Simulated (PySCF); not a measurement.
**Fractional electron number in Mo(2+) (molybdenum, charge +2)**

The 4d alpha orbital of [Kr] 4d4 is emptied in steps (occupation f), with all orbitals relaxed, ending at [Kr] 4d3. All numbers are calculated (PySCF 2.14, the spin-free X2C one-electron Hamiltonian (Gaussian nucleus), in x2c-TZVPall (8s6p6d1f, 63 functions)). The exact energy is a straight line in f; departures are measured from the line between the end points of the same method.

| f | CAM-B3LYP (eV) |
| --- | --- |
| 1 | 0.000 |
| 0.8 | -0.439 |
| 0.6 | -0.661 |
| 0.4 | -0.665 |
| 0.2 | -0.445 |
| 0 | 0.000 |

Question: For CAM-B3LYP, how does the orbital energy at f = 1 compare with the removal energy?

Answer: −ε = 24.484 eV against a total-energy difference of 27.209 eV. By Janak's theorem ε = ∂E/∂f, so the gap between them reflects the curvature. Along the path −ε is 25.552 (f = 0.8), 26.641 (f = 0.6), 27.747 (f = 0.4), 28.868 (f = 0.2) eV.

Reference removal energy between the ground levels: 27.13 ± 0.12 eV (semi-empirical (NIST evaluation); NIST Atomic Spectra Database, ionization energies). The calculation has no spin-orbit coupling. The determinant left behind need not be the lowest term of the ion.
